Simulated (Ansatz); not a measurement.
`C[O][In]([OH])[O][SiH3]` + `[CH2]1[CH2][GaH]1` → `C[CH]1[CH2][GaH]1` + `[OH][In]([OH])[O][SiH3]`  (formal exchange of groups at a C–O bond)

Computed with Ansatz on PBE0-D4/def2-TZVP structures; ΔE is electronic, products minus reactants. CCSD(T)/CBS adds triple-zeta CCSD(T) − MP2 to the extrapolated MP2 energy (def2 sets, frozen cores). DFT in def2-TZVPP. B3LYP here is the variant with VWN-RPA as its local correlation; programs differ in this. Elements past krypton have def2 core potentials. For Ga, In outer-core shells are correlated without core-valence functions, which leaves a few kJ/mol of doubt a bond. Scalar relativity is left out up to krypton. One conformer a species, not always the lowest.

| level | ΔE (kJ/mol) | difference from CCSD(T)/CBS |
| --- | --- | --- |
| PBE-D4 | -58.9 | 4.7 |
| r2SCAN-D4 | -58.5 | 5.1 |
| PBE0-D4 | -60.0 | 3.6 |
| B3LYP-D4 | -54.5 | 9.1 |
| ωB97X-V | -55.4 | 8.2 |
| ωB97M-V | -58.7 | 4.9 |
| B2PLYP | -58.4 | 5.2 |
| PBE | -58.9 | 4.7 |
| r2SCAN | -58.8 | 4.8 |
| PBE0 | -60.2 | 3.4 |
| B3LYP | -54.4 | 9.2 |
| HF/def2-TZVPP | -48.6 | 15.0 |
| MP2/def2-TZVPP | -67.8 | -4.2 |
| SCS-MP2/def2-TZVPP | -62.2 | 1.4 |
| CCSD/def2-TZVPP | -59.1 | 4.5 |
| CCSD(T)/def2-TZVPP | -60.1 | 3.5 |
| HF/def2-QZVPP | -48.4 | 15.2 |
| MP2/def2-QZVPP | -69.7 | -6.1 |
| SCS-MP2/def2-QZVPP | -64.1 | -0.5 |
| HF/CBS(def2) | -48.4 | 15.2 |
| MP2/CBS(def2) | -71.3 | -7.7 |
| CCSD/CBS(def2) | -62.5 | 1.1 |
| CCSD(T)/CBS | -63.6 | 0 |

Largest T1 diagnostic among the species: 0.016.

In def2-TZVPP, CCSD(T) changes the Hartree–Fock value by −11.5 kJ/mol (the triples alone add −1.1 kJ/mol) and MP2 by −19.2 kJ/mol.
